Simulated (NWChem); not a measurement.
System: AlN3H6; SMILES [NH2][Al]([NH2])[NH2]

Output (shortened):

```
             Northwest Computational Chemistry Package (NWChem) 7.3.0
             --------------------------------------------------------

                             Geometry "geometry" -> ""
                             -------------------------

 Output coordinates in angstroms (scale by  1.889725989 to convert to a.u.)

  No.       Tag          Charge          X              Y              Z
 ---- ---------------- ---------- -------------- -------------- --------------
    1 Al                  13.0000     0.00002200    -0.00002700     0.00005600
    2 N                    7.0000     1.67824500     0.58652900     0.00001700
    3 H                    1.0000     1.96782400     1.52575900    -0.24389200
    4 H                    1.0000     2.48996000     0.03235600     0.24395400
    5 N                    7.0000    -0.33118700    -1.74667700     0.00003000
    6 H                    1.0000    -1.21704800    -2.17244100     0.24391100
    7 H                    1.0000     0.33731300    -2.46715300    -0.24394800
    8 N                    7.0000    -1.34703100     1.16011500     0.00002800
    9 H                    1.0000    -2.30523500     0.94135700    -0.24388400
   10 H                    1.0000    -1.27286300     2.14018400     0.24387800

 Effective nuclear repulsion energy (a.u.)     159.6574033939

                              NWChem Property Module
                              ----------------------

                                 NWChem DFT Module
                                 -----------------

 Summary of "ao basis" -> "ao basis" (spherical)
 ------------------------------------------------------------------------------
       Tag                 Description            Shells   Functions and Types
 ---------------- ------------------------------  ------  ---------------------
 Al                        def2-svpd                10       24   5s3p2d
 N                         def2-svpd                 8       20   4s2p2d
 H                         def2-svpd                 4        8   2s2p

            General Information
            -------------------
          SCF calculation type: DFT
          Wavefunction type:  closed shell.
          No. of atoms     :    10
          No. of electrons :    40
           Alpha electrons :    20
            Beta electrons :    20
          Charge           :     0
          Spin multiplicity:     1
          Use of symmetry is: off; symmetry adaption is: off
          Maximum number of iterations: 150
          AO basis - number of functions:   132
                     number of shells:    58
          Convergence on energy requested:  1.00D-06
          Convergence on density requested:  1.00D-05
          Convergence on gradient requested:  5.00D-04

              XC Information
              --------------
                         B3LYP Method XC Potential
                     Hartree-Fock (Exact) Exchange  0.200
                        Slater Exchange Functional  0.800 local
                    Becke 1988 Exchange Functional  0.720 non-local
              Lee-Yang-Parr Correlation Functional  0.810
                  VWN I RPA Correlation Functional  0.190 local

             Grid Information
             ----------------
          Grid used for XC integration:  medium
          Radial quadrature: Mura-Knowles
          Angular quadrature: Lebedev.
          Tag              B.-S. Rad. Rad. Pts. Rad. Cut. Ang. Pts.
          ---              ---------- --------- --------- ---------
          Al                  1.25       88           9.0       590
          N                   0.65       49          11.0       434
          H                   0.35       45          12.0       434
          Grid pruning is: on
          Number of quadrature shells:   505
          Spatial weights used:  Erf1

      Superposition of Atomic Density Guess
      -------------------------------------

 Sum of atomic energies:        -407.52092839

      Non-variational initial energy
      ------------------------------

 Total energy =    -409.167820
 1-e energy   =    -876.922058
 2-e energy   =     308.096834
 HOMO         =      -0.354815
 LUMO         =      -0.030488

   convergence    iter        energy       DeltaE   RMS-Dens  Diis-err
 ---------------- ----- ----------------- --------- --------- ---------
 d= 0,ls=0.0,diis     1   -410.1679235523 -5.70D+02  1.50D-02  7.83D-01
 d= 0,ls=0.0,diis     2   -410.1174886290  5.04D-02  5.78D-03  1.27D+00
 d= 0,ls=0.0,diis     3   -410.2579340671 -1.40D-01  9.60D-04  2.37D-02
 d= 0,ls=0.0,diis     4   -410.2606031782 -2.67D-03  2.98D-04  4.32D-04
 d= 0,ls=0.0,diis     5   -410.2606665688 -6.34D-05  2.79D-04  5.23D-06
 d= 0,ls=0.0,diis     6   -410.2606674661 -8.97D-07  2.52D-05  6.33D-08
 d= 0,ls=0.0,diis     7   -410.2606674746 -8.55D-09  8.54D-07  6.69D-10

         Total DFT energy =     -410.260667474623
      One electron energy =     -882.245291445550
           Coulomb energy =      354.063063680438
    Exchange-Corr. energy =      -41.735843103407
 Nuclear repulsion energy =      159.657403393897

 Numeric. integr. density =       40.000001290557

                       DFT Final Molecular Orbital Analysis
                       ------------------------------------

 Vector   18  Occ=2.000000D+00  E=-2.712600D-01
              MO Center=  3.4D-05, -8.4D-06,  2.8D-05, r^2= 3.9D+00
   Bfn.  Coefficient  Atom+Function         Bfn.  Coefficient  Atom+Function
  ----- ------------  ---------------      ----- ------------  ---------------
    31      0.281773   2 N  pz               67      0.281767   5 N  pz
   103      0.281771   8 N  pz               34     -0.200627   2 N  pz
    70     -0.200621   5 N  pz              106     -0.200624   8 N  pz
    14     -0.159981   1 Al pz               11     -0.150044   1 Al pz
    65      0.103450   5 N  px                8      0.099494   1 Al pz

 Vector   19  Occ=2.000000D+00  E=-2.432910D-01
              MO Center=  7.3D-01, -4.6D-01,  2.3D-05, r^2= 3.4D+00
   Bfn.  Coefficient  Atom+Function         Bfn.  Coefficient  Atom+Function
  ----- ------------  ---------------      ----- ------------  ---------------
    31      0.406252   2 N  pz               67     -0.373029   5 N  pz
    34     -0.290213   2 N  pz               70      0.266480   5 N  pz
    30      0.107287   2 N  py               65     -0.103279   5 N  px
    33     -0.082172   2 N  py               68      0.078707   5 N  px
   100      0.057921   8 N  s                12      0.051470   1 Al px

 Vector   20  Occ=2.000000D+00  E=-2.432897D-01
              MO Center= -7.3D-01,  4.6D-01,  3.0D-05, r^2= 3.4D+00
   Bfn.  Coefficient  Atom+Function         Bfn.  Coefficient  Atom+Function
  ----- ------------  ---------------      ----- ------------  ---------------
   103      0.449928   8 N  pz              106     -0.321414   8 N  pz
    67     -0.253734   5 N  pz               31     -0.196184   2 N  pz
    70      0.181259   5 N  pz               34      0.140147   2 N  pz
   102     -0.097185   8 N  py              101     -0.085969   8 N  px
    65     -0.075464   5 N  px              105      0.073463   8 N  py

 Vector   21  Occ=0.000000D+00  E=-2.021403D-02
              MO Center=  7.2D-06, -9.2D-06,  1.0D-04, r^2= 1.1D+01
   Bfn.  Coefficient  Atom+Function         Bfn.  Coefficient  Atom+Function
  ----- ------------  ---------------      ----- ------------  ---------------
     5      2.011180   1 Al s                 4     -1.038597   1 Al s
     3      0.320298   1 Al s                28      0.190825   2 N  s
    64      0.190881   5 N  s               100      0.191551   8 N  s
    26     -0.172922   2 N  s                62     -0.172924   5 N  s
    98     -0.172915   8 N  s                46     -0.162699   3 H  s

 Vector   22  Occ=0.000000D+00  E= 4.664867D-02
              MO Center=  3.0D-01, -3.6D-01,  1.7D-05, r^2= 1.1D+01
   Bfn.  Coefficient  Atom+Function         Bfn.  Coefficient  Atom+Function
  ----- ------------  ---------------      ----- ------------  ---------------
    64     -5.652612   5 N  s                28      5.148361   2 N  s
    82      1.976201   6 H  s                46     -1.860591   3 H  s
    90      1.683301   7 H  s                54     -1.472421   4 H  s
    13     -0.802760   1 Al py               24     -0.728672   1 Al d  2
    51      0.713960   3 H  py               95      0.702272   7 H  py

 Vector   23  Occ=0.000000D+00  E= 4.665034D-02
              MO Center= -3.0D-01,  3.6D-01,  2.7D-05, r^2= 1.1D+01
   Bfn.  Coefficient  Atom+Function         Bfn.  Coefficient  Atom+Function
  ----- ------------  ---------------      ----- ------------  ---------------
   100      6.236587   8 N  s                28     -3.554866   2 N  s
    64     -2.681244   5 N  s               118     -2.046244   9 H  s
   126     -1.991221  10 H  s                54      1.431984   4 H  s
    90      1.176624   7 H  s               122     -0.910987   9 H  px
   131      0.875296  10 H  py               46      0.869412   3 H  s

     Multipole analysis of the density
     ---------------------------------

     L   x y z        total         alpha         beta         nuclear
     -   - - -        -----         -----         ----         -------
     0   0 0 0      0.000000    -20.000000    -20.000000     40.000000

[...]

 DFT Linear Response polarizability / au
 Frequency  =       0.0000000 / au
              X              Y              Z
 -----------------------------------------------
 X      54.5221093      0.0001769     -0.0000061
 Y       0.0001769     54.5222048      0.0000436
 Z      -0.0000063      0.0000437     46.2659231
 -----------------------------------------------
 Eigenvalues =      54.5219738     54.5223402     46.2659231
 Isotropic   =      51.7700790
 Anisotropic =       8.2562340
 -----------------------------------------------

 Magnetic Dipole Response Matrix (nonzero elements):

 Exiting AOResponse driver routine
```

Level: B3LYP/def2-SVPD. All runs use the structure optimised with PBE0/def2-SVP.

Question: Write an input that gives this output.

Answer: Several could match; the one computed here: the input that was run:
```
start job
memory heap 200 mb stack 900 mb global 1100 mb
geometry units angstroms noautosym nocenter noautoz
  Al     0.000022    -0.000027     0.000056
  N      1.678245     0.586529     0.000017
  H      1.967824     1.525759    -0.243892
  H      2.489960     0.032356     0.243954
  N     -0.331187    -1.746677     0.000030
  H     -1.217048    -2.172441     0.243911
  H      0.337313    -2.467153    -0.243948
  N     -1.347031     1.160115     0.000028
  H     -2.305235     0.941357    -0.243884
  H     -1.272863     2.140184     0.243878
end
basis spherical
  * library def2-svpd
end
dft
  xc b3lyp
  iterations 150
end
property
  response 1 0.0
end
task dft property
```
